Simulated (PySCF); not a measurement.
MP for M along group 13

CCSD(T) with triple-zeta basis sets in PySCF, for the lowest determinant that a PBE0 search found; no spin–orbit coupling. De refers to high-spin ground-configuration atoms.

```tsv
M	basis	reference, frozen orbitals	state (unpaired electrons)	Re (Å)	ωe (cm⁻¹)	De (eV)
B	x2c-TZVPPall	ROHF, 6	triplet (σ ↑, π ↑)	1.754	940	3.11
In	def2-TZVPP	UHF, 9	triplet (π ↑↑)	2.641	259	1.73
Tl	x2c-TZVPPall	UHF, 39	triplet (π ↑↑)	2.726	230	1.58
```

The shortest bond is that of BP (1.754 Å), the longest that of TlP (2.726 Å).

The rows differ in basis set, which adds steps of its own.

The state changes along the series, so neighbouring rows are not always alike in their bonding.

Correlated steps freeze the inner cores (6 to 39 orbitals); shallow outer-core shells are correlated. UHF and ROHF references stand side by side, which adds small steps between rows. These are scalar-relativistic numbers at best; spin–orbit coupling would shift them, the dissociation energy most. States were picked by a PBE0 search and need not be the measured ground states.
